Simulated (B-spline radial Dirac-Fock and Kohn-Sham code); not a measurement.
**Satellites and hypersatellites of the K lines of Os¹⁹⁺**

System: osmium as Os¹⁹⁺ in the configuration [Kr] 4d10 4f11.

Input of the calculation (task.json; shells as n, l, electrons):

```json
{"items": [{
  "Z": 76,
  "q": 19,
  "cfg": [[1, 0, 2], [2, 0, 2], [2, 1, 6], [3, 0, 2], [3, 1, 6], [3, 2, 10], [4, 0, 2], [4, 1, 6], [4, 2, 10], [4, 3, 11]],
  "A": 192,
  "rrms": 5.4126,
  "do": ["binding", "quiet", "double"]
}]}
```

Run with: `python xray_run.py task.json out`

Model: Dirac-Fock ΔSCF + Breit + QED. Program: a B-spline atomic structure program. Each two-hole energy is an average over J within one jj subconfiguration, not an observable level; in light atoms, where LS coupling holds, the j-resolved values are not observed lines, and for a K spectator the Kα1 hypersatellite is nearly forbidden. Correlation and solid-state effects are left out.

Lines without a spectator: Kα2 (K-L2) 61485.9 eV, Kα1 (K-L3) 63000.3 eV, Kβ3 (K-M2) 71081.8 eV, Kβ1 (K-M3) 71416.5 eV. Shifts in eV with one spectator hole (a dash: not computed, or left out as unreliable):

| spectator hole | Kα2 | Kα1 | Kβ3 | Kβ1 |
| --- | --- | --- | --- | --- |
| K (1s) | +1022.1 | +1104.2 | +1325.3 | +1344.6 |
| L2 (2p1/2) | +132.0 | +179.2 | – | +337.9 |
| L3 (2p3/2) | +97.1 | +107.6 | +250.1 | – |
| M2 (3p1/2) | – | +28.90 | +55.2 | +65.5 |
| M3 (3p3/2) | +15.35 | – | +46.2 | +47.1 |
| M4 (3d3/2) | +5.31 | +1.97 | – | – |
| M5 (3d5/2) | -0.25 | +4.02 | – | – |
